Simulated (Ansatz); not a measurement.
System: SiNH4, charge 0, doublet. SiNH4 (SMILES [NH][SiH3], doublet).
B3LYP-D3(BJ)/def2-TZVP minimum from Ansatz (a first-principles code):
```
Si
N 1 1.7546
H 2 1.0233 1 112.92
H 1 1.4766 2 109.04 3 -171.82
H 1 1.4867 4 109.56 2 -122.53
H 1 1.4875 4 109.55 5 -119.05
```
Charge 0, spin multiplicity 2.

Total energies in cc-pV(D+d)Z, 13 correlated electrons, 6 frozen orbitals. Open shells are spin-unrestricted; no spin-orbit coupling. Correlated methods leave the cores frozen. No relativity.

| method | program | energy (Eh) | minus CCSDT(Q) (mEh) |
|---|---|---|---|
| HF | Ansatz | -345.68075 | 285.97 |
| MP2 | Ansatz | -345.91966 | 47.06 |
| CCSD | Ansatz | -345.95944 | 7.28 |
| CCSD(T) | Ansatz | -345.96536 | 1.36 |
| CCSDT(Q) | Ansatz | -345.96672 | 0.00 |

Rough core times of Ansatz's runs on a shared machine: CCSD(T) under 20 s, CCSDT(Q) 5 min.
